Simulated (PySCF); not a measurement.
# Correlation energy of Rb (rubidium, neutral)

[Kr] 4d1, 2D determinant (an excited configuration). Computed with PySCF 2.14 in aug-cc-pwCVTZ-X2C with one added diffuse shell each of s, p, d, f type (11s10p8d4f, 109 functions), with scalar relativity by spin-free X2C-1e. Frozen: [Ar] 3d10; 9 electrons correlated.

```tsv
level	correlation energy (mhartree)
CCSD	-176.55
(T)	-4.29
CCSD(T)	-180.84
```

Diagnostics: T1 = 0.033, D1 = 0.1412, largest double amplitude 0.023.

T1 exceeds 0.03, a sign that the reference determinant is poor.

Cost of the coupled-cluster step: roughly 40 core-seconds, for 9 correlated electrons.
